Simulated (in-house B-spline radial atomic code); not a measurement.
Al⁺. Computed with a B-spline radial atomic code. Model: non-relativistic spherical atom: semilocal Troullier-Martins pseudo-atom, one channel per l, against all electrons, high spin, G0W0 and RPA with empty states to l = 8, local potential for every l without a channel, a model core (radius 0 = none) keeps its share of the functional.

What the tables leave out is listed at the end.

The pseudopotential gives back the lowest level of each angular momentum of its own functional in the configuration it was made in; a second state of the same l is only approximately right. Exact exchange, RPA and GW see the smooth pseudo-orbitals and miss the exchange with the core, for which the functional's share stands in. The column with an uncorrelated core keeps all orbitals and exact exchange, and so separates missing core correlation from pseudisation. Only the three outermost levels and the lowest empty one were computed. RPA here is direct RPA, with no exchange kernel, and its energies carry an (l + 1/2)⁻⁴ tail. A hybrid on a potential with a model core restores only its own semilocal share of the core's exchange.

Command:
```bash
python run_psgw.py task.json out
```
Settings (lengths in bohr, energies in hartree):
```
Z                      13
electrons              12
configuration          [Ne] 3s2
generated_in           [Ne] 3s2
functional             lda,vwn
core_shells            1
radius_factor          0.9
core_correction        False
ion_configuration      [Ne] 3s1
```

Time taken, with all properties: 41 s on 1 thread of Arm Neoverse N1, with other jobs on the host.

Given: made with LDA VWN5; model core radius 0 bohr; local radius 0.466 bohr; mean-field start LDA VWN5.

Valence shells of the generating configuration: 2s, 2p, 3s.

Channel: s 0.446, p 0.582 (radii in bohr).

Computed: largest level miss in the spin-unpolarised generating configuration 0.016 eV; valence RPA correlation energy all-electron orbitals -0.5909 hartree; valence RPA correlation energy pseudo -0.58723 hartree; all-electron RPA polarisability, core included 18.128 bohr³; pseudo-atom RPA polarisability 18.062 bohr³; ionisation by mean-field pseudo minus all 0.02 eV; ionisation by RPA all-electron 19.24 eV.

```tsv
level	occupied	mean-field all-electron (eV)	mean-field pseudo minus all (eV)	G0W0 all-electron (eV)	G0W0 uncorrelated core minus all (eV)	G0W0 pseudo minus all (eV)	exchange self-energy all-electron (eV)	exchange self-energy pseudo (eV)
3s	1	-14.89	-0.016	-18.997	0.002	-0.058	-12.341	-12.125
3p (empty)	0	-9.1614	0.013	-6.2863	0.004	0.007	-3.2719	-3.1403
```

Question: What is the ionisation by mean-field all-electron?

Answer: 18.893 eV.

Question: What is the ionisation by RPA pseudo minus all?

Answer: 0.048 eV.

Given: mean-field start PBE0.

Computed: valence RPA correlation energy all-electron orbitals -0.56115 hartree; valence RPA correlation energy pseudo -0.55798 hartree; ionisation by mean-field all-electron 18.654 eV; ionisation by mean-field pseudo minus all 0.008 eV; ionisation by RPA all-electron 19.048 eV; ionisation by RPA pseudo minus all 0.048 eV.

```csv
level,occupied,mean-field all-electron (eV),mean-field pseudo minus all (eV),G0W0 all-electron (eV),G0W0 uncorrelated core minus all (eV),G0W0 pseudo minus all (eV),exchange self-energy all-electron (eV),exchange self-energy pseudo (eV)
3s,1,-15.739,-0.007,-18.979,0.002,-0.044,-12.111,-11.905
3p (empty),0,-8.2233,-0.008,-6.2337,0.003,0.012,-2.999,-2.8953
```

Question: What is the all-electron RPA polarisability, core included?

Answer: 16.237 bohr³.

Question: What is the pseudo-atom RPA polarisability?

Answer: 16.226 bohr³.

Given: mean-field start Hartree-Fock.

Computed: valence RPA correlation energy pseudo -0.49548 hartree; all-electron RPA polarisability, core included 12.759 bohr³; pseudo-atom RPA polarisability 12.664 bohr³; ionisation by mean-field all-electron 17.52 eV; ionisation by mean-field pseudo minus all 0.044 eV; ionisation by RPA pseudo minus all 0.045 eV.

```tsv
level	occupied	mean-field all-electron (eV)	mean-field pseudo minus all (eV)	G0W0 all-electron (eV)	G0W0 uncorrelated core minus all (eV)	G0W0 pseudo minus all (eV)	exchange self-energy all-electron (eV)	exchange self-energy pseudo (eV)
3s	1	-17.75	-0.044	-18.867	0.002	-0.041	-11.719	-11.56
2p	1	-95.857	-0.019	-93.212	0.064	0.086	-60.261	-58.473
3p (empty)	0	-5.3089	0.011	-6.0776	0.002	0.018	-2.2475	-2.1809
```

Question: What is the ionisation by RPA all-electron?

Answer: 18.669 eV.

Question: What is the valence RPA correlation energy all-electron orbitals?

Answer: -0.49803 hartree.

Among the listed levels the largest G0W0 shift of the pseudo-atom is +0.09 eV, for 2p on the Hartree-Fock start, while leaving the core uncorrelated moves that level by +0.06 eV. The rest, +0.02 eV, comes from pseudisation and the lost core exchange. Not in the tables (levels of low weight, unsolved or above zero; the highest and the empty levels are kept at any weight): on LDA the G0W0 levels 2p (pseudo minus all -0.02 eV, weights 0.35 and 0.35), 2s (pseudo minus all -2.13 eV, weights 0.08 and 0.03); on PBE0 the G0W0 levels 2p (pseudo minus all +0.03 eV, weights 0.72 and 0.70), 2s (pseudo minus all -0.25 eV, weights 0.39 and 0.43); on Hartree-Fock the G0W0 levels 2s (pseudo minus all -0.53 eV, weights 0.68 and 0.64).
